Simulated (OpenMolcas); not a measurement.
**Ar V: effect of the level shift or regulariser**

- Program: OpenMolcas
- Basis: ANO-RCC-VTZP [5s4p2d1f]
- Scalar Hamiltonian: DKH2, point nucleus
- Active space: 2 electrons in 3 orbitals (3p)
- State averaging: 2S+1 = 3 even, 3 roots; 2S+1 = 1 even, 6 roots
- Spin-orbit coupling: RASSI with atomic mean-field integrals over the reference wave functions, term energies averaged over their components

Methods on the same reference wave functions:
A. CASSCF
B. SS-CASPT2, IPEA 0.25 Eh, imaginary shift 0.1 Eh (closed shells correlated: 2s 2p 3s)
C. SS-CASPT2, IPEA 0.25 Eh, real shift 0.2 Eh (closed shells correlated: 2s 2p 3s)
D. SS-CASPT2, IPEA 0.25 Eh, sigma2 regulariser 0.3 Eh (closed shells correlated: 2s 2p 3s)

Energies in cm-1 above 3s2 3p2 3P0, the measured ground level; measured values from Saloman, J. Phys. Chem. Ref. Data 39, 033101 (2010).

```json
{"Level": "3s2 3p2 3P0", "A": "0.0", "B": "0.0", "C": "0.0", "D": "0.0", "Measured": "0.0"}
{"Level": "3s2 3p2 3P1", "A": "698", "B": "711", "C": "711", "D": "711", "Measured": "763"}
{"Level": "3s2 3p2 3P2", "A": "1914", "B": "1918", "C": "1918", "D": "1918", "Measured": "2029"}
{"Level": "3s2 3p2 1D2", "A": "19498", "B": "16420", "C": "16440", "D": "16420", "Measured": "16299"}
{"Level": "3s2 3p2 1S0", "A": "46561", "B": "38760", "C": "38820", "D": "38760", "Measured": "37912"}
```

Deviations, from unrounded energies. A percentage is the sum of absolute deviations over the sum of measured energies, with the sign that they share, or ± where signs differ.

```
                        Against measurement  Levels      A     B     C     D
             mean absolute deviation (cm-1)       4   3000   290   300   290
      fine structure of the ground term (%)       2   -6.5  -5.8  -5.8  -5.8
other terms of the ground configuration (%)       2  +21.9  +1.8  +1.9  +1.8
```

B, C, D lie about equally close to measurement and A furthest from it. The largest miss of D in the table is 3s2 3p2 1S0, by +850 cm-1. The ranking rests on the paired levels alone, and a cruder setting can come out closer through cancelling errors.

Among B to D the level of the table that moves most is 3s2 3p2 1S0, by 57 cm-1 (lowest in D, highest in C). Moves below CASPT2's spread within the term are not significant.

The mean deviations of B to D differ by less than CASPT2's widest spread within a term (120 cm-1), so their order carries little weight.

From A to B the spin-free energies of the other terms of 3s2 3p2 shown, above 3P, scale by a factor of 0.83.

The lowest spin-free term lies below A's lowest term by 0.118 hartree in B, 0.118 hartree in C, 0.118 hartree in D.

CASPT2 breaks the degeneracy within a term, and the mean is taken; among the terms shown or strongly mixed into the levels shown the widest spread is 120 cm-1 (3s2 3p2 1D, D). With the s shell closed, the reference lacks s² → p² mixing. Measured partners are found by configuration, term and J. A level has none where our copy of the source lacks it or the pairing is in doubt (some pairs that miss far off the trend of their configuration count as doubtful), and it then counts in no deviation. Levels of configurations outside the active space are missing.
